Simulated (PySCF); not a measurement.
Ga(Cl)2(vinyl) (C2H3Cl2Ga), SMILES C=[CH][Ga]([Cl])[Cl].

Coordinates come from a r2SCAN-D4/def2-SVP optimisation. The structure was generated by enumeration; whether it is a known compound was not checked. The values are those of a single conformer.

These are r2SCAN-D4/def2-SVP (PySCF) values and carry that method's errors.

Frequencies are harmonic and unscaled.

Computed harmonic wavenumbers and intensities:
| mode | ν (cm⁻¹) | IR (km/mol) | Raman (Å⁴/amu) | depolarisation | moving atoms (share of kinetic energy) |
|---|---|---|---|---|---|
| 1 | 69 | 0.6 | 4.1 | 0.75 | C 40 %, H 23 %, Ga 20 %, Cl 16 % |
| 2 | 89 | 1.4 | 1.8 | 0.72 | C 39 %, Cl 33 %, H 15 %, Ga 14 % |
| 3 | 131 | 8.3 | 2.4 | 0.75 | Cl 75 %, Ga 18 % |
| 4 | 159 | 5.4 | 2.1 | 0.75 | Ga 35 %, H 28 %, C 23 %, Cl 15 % |
| 5 | 293 | 4.3 | 7.7 | 0.36 | C 62 %, H 18 %, Cl 13 % |
| 6 | 397 | 27.1 | 12.8 | 0.09 | Cl 75 %, Ga 15 % |
| 7 | 447 | 88.0 | 3.2 | 0.70 | Cl 56 %, Ga 43 % |
| 8 | 480 | 29.9 | 9.4 | 0.75 | H 69 %, C 28 % |
| 9 | 604 | 42.6 | 5.8 | 0.12 | C 60 %, H 20 %, Ga 19 % |
| 10 | 990 | 8.2 | 4.0 | 0.60 | H 87 %, C 13 % |
| 11 | 996 | 22.9 | 0.3 | 0.75 | H 72 %, C 28 % |
| 12 | 1036 | 18.8 | 0.3 | 0.75 | H 94 % |
| 13 | 1250 | 7.7 | 9.2 | 0.17 | H 72 %, C 28 % |
| 14 | 1406 | 18.4 | 22.6 | 0.48 | H 82 %, C 18 % |
| 15 | 1641 | 9.0 | 10.2 | 0.03 | C 83 %, H 17 % |
| 16 | 3111 | 12.0 | 154.1 | 0.20 | H 95 % |
| 17 | 3158 | 2.2 | 150.7 | 0.33 | H 91 %, C 9 % |
| 18 | 3212 | 1.8 | 102.5 | 0.58 | H 89 %, C 11 % |
